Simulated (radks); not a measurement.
Problem. The platinum ion Pt6+ is in [Xe] 4f14 5d(3/2: 4, 5/2: 0). All-electron calculation, Dirac Kohn-Sham, BLYP, spin-unpolarised, spherical densities, finite nucleus; Fermi nuclear charge, rms radius of each element as measured or else 0.836 A^(1/3) + 0.57 fm. Program: a radial shooting solver on a logarithmic mesh with Libxc functionals. Sub-shells are occupied by j as written (lower j first in brackets). One electron is removed from 4f7/2, 5d3/2, 5p1/2, 5p3/2 in turn, with full relaxation. Which removal costs least, and what does each cost?

Solution. 5d3/2 92.180 eV; 5p3/2 143.54 eV; 5p1/2 160.17 eV; 4f7/2 169.75 eV. The 5d3/2 electron leaves first.
